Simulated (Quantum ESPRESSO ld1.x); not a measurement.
The numbers below are computed, except where a source is named.
Species: Mn III. Configuration: [Ne] 3s1 3p6 3d6 (not the ground configuration).

Code: ld1.x of Quantum ESPRESSO 7.5. Model: scalar-relativistic Kohn-Sham, exchange-only LDA, spin-polarised, spherical densities, point nucleus; open shells are filled with parallel spins first.

Energy parts (eV):
| part | energy |
|---|---|
| total | -31309.35 |
| kinetic | 31677.92 |
| electron-nucleus | -74478.42 |
| Hartree | 12780.78 |
| exchange | -1289.63 |

Orbitals (lengths in bohr, moments of r in powers of bohr; r(max) is where P^2 peaks):
orbital  occ.  eigenvalue (eV)       <r^4>      <r>   r(max)
1s up       1        -6434.974  0.00006437  0.06100  0.03994
1s down     1        -6434.323  0.00006437  0.06100  0.03994
2s up       1         -760.943     0.01507   0.2803   0.2330
2s down     1         -758.210     0.01492   0.2797   0.2328
2p up       3         -648.516     0.01161   0.2475   0.1883
2p down     3         -646.279     0.01146   0.2469   0.1881
3s up       1         -105.582       1.124   0.8496   0.7356
3s down     0          -98.886       1.172   0.8560   0.7371
3p up       3          -74.547       1.574   0.8978   0.7496
3p down     3          -68.086       1.693   0.9094   0.7524
3d up       5          -26.294       5.851    1.106   0.7474
3d down     1          -20.656       9.128    1.197   0.7636

The highest occupied level is 3d down at -20.656 eV. The configuration is held as typed, so some empty levels lie below it. The density falls to 0.001 e/bohr^3 at r = 3.11 bohr. Summed over all electrons, <r^2> = 16.97 bohr^2, which gives a Langevin (diamagnetic) susceptibility term of -13.4 x 10^-6 cm^3/mol.
